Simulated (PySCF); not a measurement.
Job file and geometry (Å, from GFN2-xTB) of an NMR shielding run on SMILES [BH3-][P@H+](/C=C\C)CC(C)=O, C6H14BOP, GIAO PBE0/pcSseg-1 NMR shielding, non-relativistic, gas phase in PySCF 2.14.0, density-fitted response routines; density fitting, a coarse starting grid and PySCF grid level 2 are the driver's defaults:

```
$ OMP_NUM_THREADS=1 python probes_run.py task.json out

{"job": {"kind": "nmr", "xc": "PBE0", "basis": "pcSseg-1"}, "charge": 0, "multiplicity": 1}
B      0.073397     1.896901     0.890521
P     -0.154933     0.749303    -0.635819
C     -1.788854     0.240326    -1.239138
C     -2.696717    -0.418417    -0.527750
C     -2.510163    -0.881709     0.872057
C      0.809681    -0.842444    -0.627980
C      2.259214    -0.431859    -0.728962
C      3.011390    -0.442743     0.568213
O      2.733658    -0.083908    -1.780969
H     -0.064911     1.206292     1.855182
H      1.181119     2.322068     0.772997
H     -0.769477     2.729724     0.786961
H      0.337277     1.248270    -1.836960
H     -2.015735     0.556159    -2.250184
H     -3.654401    -0.656383    -0.977241
H     -1.596521    -0.465235     1.291174
H     -2.463319    -1.970877     0.905407
H     -3.356686    -0.571179     1.483186
H      0.592863    -1.386469     0.291707
H      0.514947    -1.428368    -1.500894
H      3.073088    -1.459632     0.951582
H      2.466691     0.163438     1.290859
H      4.013640    -0.046272     0.429069
```

Question: Write the output of this run.

Answer: 
```
coarse grid: 18992 points
cycle   1  E = -677.6197457292  dE =  1.074e+00  |g| = 8.880e-01  |ddm| = 4.181e+00
cycle   2  E = -677.2422661436  dE =  3.775e-01  |g| = 1.656e+00  |ddm| = 2.647e+00
cycle   3  E = -677.7849649337  dE = -5.427e-01  |g| = 2.568e-01  |ddm| = 2.006e+00
cycle   4  E = -677.8006004080  dE = -1.564e-02  |g| = 4.731e-02  |ddm| = 2.681e-01
cycle   5  E = -677.8011130482  dE = -5.126e-04  |g| = 1.041e-02  |ddm| = 5.393e-02
cycle   6  E = -677.8011331048  dE = -2.006e-05  |g| = 5.697e-03  |ddm| = 1.527e-02
cycle   7  E = -677.8011405519  dE = -7.447e-06  |g| = 1.669e-03  |ddm| = 5.539e-03
final grid: 176800 points
cycle   8  E = -677.8670946702  dE = -4.558e-05  |g| = 1.450e-02  |ddm| = 4.756e-02
cycle   9  E = -677.8670085533  dE =  8.612e-05  |g| = 2.587e-02  |ddm| = 2.997e-02
cycle  10  E = -677.8671372509  dE = -1.287e-04  |g| = 3.562e-03  |ddm| = 2.129e-02
cycle  11  E = -677.8671399597  dE = -2.709e-06  |g| = 2.377e-04  |ddm| = 3.031e-03
cycle  12  E = -677.8671399700  dE = -1.031e-08  |g| = 1.448e-04  |ddm| = 4.866e-04
cycle  13  E = -677.8671399750  dE = -5.072e-09  |g| = 4.902e-05  |ddm| = 1.852e-04
cycle  14  E = -677.8671399757  dE = -6.137e-10  |g| = 1.464e-05  |ddm| = 6.718e-05
converged SCF energy = -677.8671399757

GIAO shielding tensors (ppm)
atom      isotropic    diamagn.    paramagn.     s11        s22        s33       span
  0 B      149.378     190.915     -41.537    146.124    147.098    154.912      8.788
  1 P      352.616     970.274    -617.658    311.702    345.238    400.909     89.207
  2 C       60.302     265.940    -205.638    -43.078     72.789    151.196    194.275
  3 C       28.448     256.088    -227.640    -97.544     22.123    160.765    258.309
  4 C      164.348     252.577     -88.229    151.114    162.305    179.624     28.510
  5 C      142.668     260.080    -117.412    115.522    140.486    171.996     56.475
  6 C      -21.428     252.452    -273.880   -111.361    -55.298    102.374    213.734
  7 C      150.850     252.677    -101.827    127.743    134.154    190.655     62.912
  8 O     -344.374     398.281    -742.655   -931.684   -434.978    333.538   1265.222
  9 H       30.633      30.423       0.211     27.972     30.166     33.762      5.791
 10 H       30.801      30.188       0.613     27.493     29.616     35.295      7.802
 11 H       30.666      29.647       1.019     27.227     28.956     35.815      8.588
 12 H       26.764      33.556      -6.791     22.571     25.249     32.473      9.903
 13 H       25.471      32.055      -6.584     22.605     26.071     27.737      5.133
 14 H       24.773      29.247      -4.474     22.919     24.101     27.298      4.379
 15 H       29.092      34.054      -4.963     23.767     28.996     34.511     10.744
 16 H       29.917      30.761      -0.844     26.638     27.482     35.631      8.992
 17 H       29.660      28.626       1.034     26.102     26.866     36.011      9.909
 18 H       28.570      36.241      -7.671     25.966     29.400     30.344      4.378
 19 H       29.047      34.643      -5.596     25.694     27.869     33.576      7.883
 20 H       29.445      28.978       0.467     26.181     28.657     33.498      7.317
 21 H       28.747      31.114      -2.368     25.215     29.155     31.869      6.653
 22 H       29.658      27.577       2.081     26.377     27.140     35.459      9.083
```

Size and cost of the density-fitted run: 230 basis functions, roughly 2.2 core-minutes.
